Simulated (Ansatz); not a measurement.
CH$_{2}$AlFSe at its PBE0-D4/def2-TZVP geometry, where that method's forces vanish. Total charge 0; spin multiplicity 1. The bonds changed during the relaxation, so this is another structure than the one it started from.

```xyz
6

F     2.0410    0.5360    0.9455
C     0.8037    0.2950    0.6145
Al   -0.5146   -0.3020   -0.7178
Se   -0.5603    0.5482    1.7403
H    -0.7513   -1.8599   -0.8322
H    -1.0185    0.7828   -1.7502
```

Task: What forces (eV/Å) does r2SCAN-D4/def2-TZVPP give on these atoms in Ansatz? (Estimate.)

Result: Ansatz gave: 
```
F1   0.390  0.089  0.142
C2  -0.193 -0.156 -0.392
Al3  0.015  0.006  0.008
Se4 -0.225  0.059  0.237
H5   0.004  0.025 -0.005
H6   0.009 -0.023  0.011
```
